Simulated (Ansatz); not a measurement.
Geometry optimisation, DFT PBE, scalar-relativistic, plane waves, PAW (Ansatz 0.2.0).

Input file:

```yaml
crystal:
  lattice:
    - [6.6, 0.0, 0.0]
    - [3.3, 4.666905, 0.0]
    - [0.0, 0.0, 19.000357]
  atoms:
    - { symbol: Nb, position: [-0.25, 0.5, 0.0526306] }
    - { symbol: Nb, position: [0.25, 0.5, 0.0526306] }
    - { symbol: Nb, position: [-0.25, 1.0, 0.0526306] }
    - { symbol: Nb, position: [0.25, 1.0, 0.0526306] }
    - { symbol: Nb, position: [0.0, 0.0, 0.1754416] }
    - { symbol: Nb, position: [0.5, 0.0, 0.1754416] }
    - { symbol: Nb, position: [0.0, 0.5, 0.1754416] }
    - { symbol: Nb, position: [0.5, 0.5, 0.1754416] }
    - { symbol: Nb, position: [-0.25, 0.5, 0.2982525] }
    - { symbol: Nb, position: [0.25, 0.5, 0.2982525] }
    - { symbol: Nb, position: [-0.25, 1.0, 0.2982525] }
    - { symbol: Nb, position: [0.25, 1.0, 0.2982525] }
    - { symbol: Nb, position: [0.0, 0.0, 0.4210635] }
    - { symbol: Nb, position: [0.5, 0.0, 0.4210635] }
    - { symbol: Nb, position: [0.0, 0.5, 0.4210635] }
    - { symbol: Nb, position: [0.5, 0.5, 0.4210635] }
    - { symbol: Cl, position: [0.8087701, 0.8468825, 0.5357982] }
basis:
  ecutwfc: 420.0
kpoints:
  mp_grid: { grid: [3, 4, 1] }
hamiltonian:
  xc: pbe
scf:
  occupations: { method: fermi_dirac, width: 0.15 }
  lower_state_search: "off"
relax:
  f_tol: 0.03
  max_steps: 60
  adjacent_minimum: "off"
  constraints: [{ sites: [0, 1, 2, 3] }]
```

Command:

```bash
$ ansatz run input.yaml --threads 4 --pin off --max-ram 10240MiB --backend cpu --events-out ev --progress --plain --runs-dir out
```

Problem. Where does it end, and by what steps?

Solution. It converged. The force dipped under the threshold on the way, but the program's further checks kept it going. Limits of this set-up: coarse k mesh, thin slab, slab without dipole correction, odd electron count without spin. After 6 steps the energy has fallen by 0.450 eV; Cl17 moved furthest, 0.50 Å.

```tsv
step	energy less start (eV)	largest force component (eV/Å)	accepted
0	0.0000	1.297	yes
1	-0.3410	0.554	yes
2	-0.4276	0.140	yes
3	-0.4465	0.116	yes
4	-0.4489	0.077	yes
5	-0.4496	0.007	yes
6	-0.4496	0.007	yes
```

```xyz
17
Lattice="6.6000 0.0000 0.0000 3.3000 4.6669 0.0000 0.0000 0.0000 19.0004" Properties=species:S:1:pos:R:3
Nb 0.000 2.333 1.000
Nb 3.300 2.333 1.000
Nb 1.650 4.667 1.000
Nb 4.950 4.667 1.000
Nb -0.006 -0.001 3.248
Nb 3.305 -0.001 3.248
Nb 1.650 2.331 3.263
Nb 4.950 2.332 3.256
Nb -0.004 2.330 5.634
Nb 3.302 2.331 5.634
Nb 1.649 4.661 5.660
Nb 4.949 4.667 5.571
Nb 0.086 0.001 7.945
Nb 3.212 0.006 7.948
Nb 1.644 2.268 7.920
Nb 4.952 2.386 7.842
Cl 8.252 4.225 9.779
```

Whether the end is a true minimum wasn't checked by a vibrational analysis.

Run time: 56 s on 4 threads of Intel(R) Xeon(R) Platinum 8375C CPU @ 2.90GHz (Ice Lake), on a shared host, peak memory 1.8 GiB.
